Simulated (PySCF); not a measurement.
NbOCl3, SMILES [O]=[Nb]([Cl])([Cl])[Cl], multiplicity 1.

Geometry: PBE0-D3(BJ)/def2-SVP. The multiplicity is an assumed one; other spin states were not compared. The isomer is the one that the SMILES or the coordinates give; other isomers of the formula were not compared. The def2 effective core potentials stand for the cores of Nb; spin–orbit coupling is left out.

Computed with PBE/def2-TZVP (PySCF).

Gas-phase values at a fixed geometry.

| Quantity | Value |
|---|---|
| total energy | -1512.55528 hartree |
| point group | C3v |
| highest occupied level | -8.40 eV |
| lowest empty level | -4.05 eV |
| orbital gap | 4.35 eV |
| dipole moment | 1.00 D |
| quadrupole, principal values (traceless, Buckingham form, about the centre of nuclear charge) | -2.84, 1.42, 1.42 D·Å |
| mean static polarisability | 80.7 bohr³ (11.96 Å³) |
| polarisability, principal values | 67.3, 87.5, 87.5 bohr³ |
